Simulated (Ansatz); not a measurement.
Consider the silylene formation by 1,1-elimination: `O[SiH](O)[SiH](F)F` → `O[Si]O` + `F[SiH2]F`.

Calculated with Ansatz (gas phase, PBE0-D4/def2-TZVP geometries, no zero-point term in ΔE). CBS: MP2 limit from def2 TZ/QZ plus the TZ coupled-cluster correction, frozen cores. This one scheme is used for every species. DFT in def2-TZVPP. B3LYP here is the variant with VWN-RPA as its local correlation; programs differ in this. One conformer a species, not always the lowest.

Q: Is it downhill or uphill in electronic energy at CCSD(T)/CBS, and by how much? (Estimate.)

A: The calculation gave: Uphill: ΔE = +101.5 kJ/mol.

Q: What do these levels give: PBE0-D4, B3LYP-D4, r2SCAN, PBE0, HF/def2-QZVPP, SCS-MP2/def2-QZVPP? (Best estimate.)

A: Computed: PBE0-D4 118.3, B3LYP-D4 99.5, r2SCAN 114.3, PBE0 109.9, HF/def2-QZVPP 93.7, SCS-MP2/def2-QZVPP 98.8 kJ/mol.

Largest T1 diagnostic among the species: 0.015.

The D4 term adds +15.1 kJ/mol with B3LYP and +8.4 kJ/mol with PBE0; it sums over pairs of atoms, weighted by their polarisabilities, and B3LYP, whose exchange is more repulsive, gets the larger term. From PBE to PBE0 (25 % exact exchange), in def2-TZVPP and without D4, ΔE moves by +12.0 kJ/mol.
